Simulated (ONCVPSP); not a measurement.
## u(r) = r·R(r): atom against pseudo-atom (Br (Z = 35))

Columns: radius, all-electron u(r) and pseudo u(r) of the 3s shell (level -243.01 eV) of bromine in the configuration [Ne] 3s2 3p6 3d10 4s2 4p4.5; PBEsol, scalar-relativistic, ONCV scheme, ONCVPSP 4.0.1.

```json
{"r (bohr)": "0.057", "all-electron": "-0.0377", "pseudo": "0.1799"}
{"r (bohr)": "0.115", "all-electron": "-0.7876", "pseudo": "0.3746"}
{"r (bohr)": "0.172", "all-electron": "-0.6271", "pseudo": "0.5820"}
{"r (bohr)": "0.230", "all-electron": "-0.0143", "pseudo": "0.8035"}
{"r (bohr)": "0.288", "all-electron": "0.6271", "pseudo": "1.0188"}
{"r (bohr)": "0.345", "all-electron": "1.1014", "pseudo": "1.2024"}
{"r (bohr)": "0.402", "all-electron": "1.3837", "pseudo": "1.3372"}
{"r (bohr)": "0.460", "all-electron": "1.5021", "pseudo": "1.4103"}
{"r (bohr)": "0.518", "all-electron": "1.4958", "pseudo": "1.4144"}
{"r (bohr)": "0.575", "all-electron": "1.4123", "pseudo": "1.3584"}
{"r (bohr)": "0.632", "all-electron": "1.2859", "pseudo": "1.2572"}
{"r (bohr)": "0.690", "all-electron": "1.1376", "pseudo": "1.1256"}
{"r (bohr)": "0.747", "all-electron": "0.9888", "pseudo": "0.9849"}
{"r (bohr)": "0.805", "all-electron": "0.8441", "pseudo": "0.8431"}
{"r (bohr)": "0.862", "all-electron": "0.7137", "pseudo": "0.7135"}
{"r (bohr)": "0.920", "all-electron": "0.5960", "pseudo": "0.5957"}
{"r (bohr)": "0.977", "all-electron": "0.4952", "pseudo": "0.4950"}
{"r (bohr)": "1.035", "all-electron": "0.4075", "pseudo": "0.4073"}
{"r (bohr)": "1.092", "all-electron": "0.3346", "pseudo": "0.3345"}
{"r (bohr)": "1.150", "all-electron": "0.2726", "pseudo": "0.2725"}
{"r (bohr)": "1.208", "all-electron": "0.2213", "pseudo": "0.2212"}
{"r (bohr)": "1.265", "all-electron": "0.1796", "pseudo": "0.1795"}
{"r (bohr)": "1.322", "all-electron": "0.1454", "pseudo": "0.1453"}
{"r (bohr)": "1.380", "all-electron": "0.1170", "pseudo": "0.1169"}
{"r (bohr)": "1.438", "all-electron": "0.0939", "pseudo": "0.0939"}
{"r (bohr)": "1.495", "all-electron": "0.0755", "pseudo": "0.0755"}
```

Q: How many radial nodes do the two functions have?

A: The all-electron 3s function has n − l − 1 = 2 (the table is too coarse to show those close to the nucleus); the pseudo-wave has 0, since the states of the same l below it are removed with the core.

Q: At about which radius was the pseudo-wave matched?

A: 0.95 bohr. The columns agree to 0.0005 from 0.86 bohr on; several derivatives are matched, so the curves merge somewhat inside the radius.

Q: Is the pseudo-wave norm-conserving?

A: Yes: the ONCV scheme keeps the norm inside the radius equal to the all-electron one, which fixes the energy derivative of the logarithmic derivative at the level.
